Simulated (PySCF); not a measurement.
# Ionisation energy of Cd³⁴⁺ by level of theory

Cd³⁴⁺ [Ne] 3s2 3p2 (3P) → Cd³⁵⁺ [Ne] 3s2 3p1 (2P), as a difference of total energies. All numbers are calculated (PySCF 2.14, the spin-free X2C one-electron Hamiltonian (Gaussian nucleus), in an even-tempered Gaussian basis (18 s from 5.3 bohr⁻², ratio 2.5; 12 p from 6.9 bohr⁻², ratio 2.5; 4 d from 29 bohr⁻², ratio 2.7; 4 f from 43 bohr⁻², ratio 2.7)). Correlated levels: outer shells: 1s2 frozen; virtual orbitals above 40 to 60 times the deepest correlated orbital energy dropped. The calculations carry no spin-orbit coupling.

```json
{"method": "UHF", "ionisation energy (eV)": "2167.9"}
{"method": "LDA", "ionisation energy (eV)": "2169.2"}
{"method": "PBE", "ionisation energy (eV)": "2169.7"}
{"method": "PBE0", "ionisation energy (eV)": "2169.6"}
{"method": "r2SCAN", "ionisation energy (eV)": "2170.0"}
{"method": "PBEsol", "ionisation energy (eV)": "2169.2"}
{"method": "B2PLYP", "ionisation energy (eV)": "2169.4"}
{"method": "MP2 (outer shells)", "ionisation energy (eV)": "2168.4"}
{"method": "SCS-MP2 (outer shells)", "ionisation energy (eV)": "2168.2"}
```

Spin-orbit coupling is strong in these open shells (close to jj coupling). The scalar numbers leave it out and a first-order estimate fails, so it can dominate the gap to the real levels.

Breit and QED terms and the two-electron picture change are absent.

For comparison: 2195 ± 4 eV (semi-empirical (NIST evaluation); NIST Atomic Spectra Database, ionization energies).
